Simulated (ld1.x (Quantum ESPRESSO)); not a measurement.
**Before and after: RRKJ potential for carbon**

- Element: C (Z = 6)
- Generator: ld1.x (Quantum ESPRESSO) 7.5
- Type: norm-conserving RRKJ (Kleinman–Bylander form)
- Functional: LDA (PZ)
- Relativity: scalar-relativistic
- Frozen core: [He]
- Valence charge: 4
- Reference configuration: 2s2 2p2
- Partial waves: 2s (bound): rc 1.00 bohr; 2p (bound): rc 2.95 bohr
- Local potential: the p channel
- Core correction: none
- rho0: 0.01

Change: type TM; local potential the s channel; rho0 0.

Cutoffs: the cutoffs (Ry, on a coarse ladder) from which the occupation-weighted sum of valence levels, in a spherical-Bessel basis at the reference potential, stays within 10 and 1 mRy of its value at 400 Ry; they do not see the model core or the augmentation charge, which bear on the density cutoff. Errors are all-electron minus pseudo energies relative to the spin-unpolarised reference configuration.

Problem. How do hardness, ghosts and transferability respond?

Solution. The potential gets softer (50 Ry and 90 Ry → 35 Ry and 90 Ry); of the 9 tests that both files solve, the error grows in 5 and shrinks in 0 by more than 15 % and 0.3 meV (median size 88.0 → 83.2 meV); the range in which the s phases agree widens (upper end 0.1 → 4.7); neither file shows a bound ghost. Several settings change at once here, so the effects cannot be laid on one of them.

| quantity | base | changed |
| --- | --- | --- |
| cutoff, loose | 50 Ry | 35 Ry |
| cutoff, tight | 90 Ry | 90 Ry |
| loose cutoff by channel (10 mRy a level) | s 40 Ry, p 15 Ry | p 15 Ry, s 30 Ry |
| bound ghosts | none | none |
| error for 2s2 2p1, meV [ΔE 10.99 eV] | +104 | +132 |
| error for 2s2 2p0, meV [ΔE 35.25 eV] | +1034 | +1075 |
| error for 2s1 2p0, meV [ΔE 83.22 eV] | +2111 | +2129 |
| error for 2s0 2p4, meV [ΔE 16.52 eV] | -88 | -83 |
| error for 2s2 2p1.5, meV [ΔE 4.03 eV] | +11 | +20 |
| error for 2s2 2p2.3, meV [ΔE -1.20 eV] | -0.8 | +2.3 |
| error for 2s1 2p3, meV [ΔE 8.24 eV] | -23 | -22 |
| error for 2s2 2p2 (spin-polarised), meV [ΔE -1.13 eV] | +18 | +21 |
| error for 2s2 2p1 (spin-polarised), meV [ΔE 10.59 eV] | +95 | +128 |
| s: phases at 3.20 bohr within 0.05 rad from the reference energy up to (Ry; the scan ends near 5) | 0.1 | 4.7 |
| p: phases at 3.20 bohr within 0.05 rad from the reference energy up to (Ry; the scan ends near 5) | 0.3 | 0.6 |
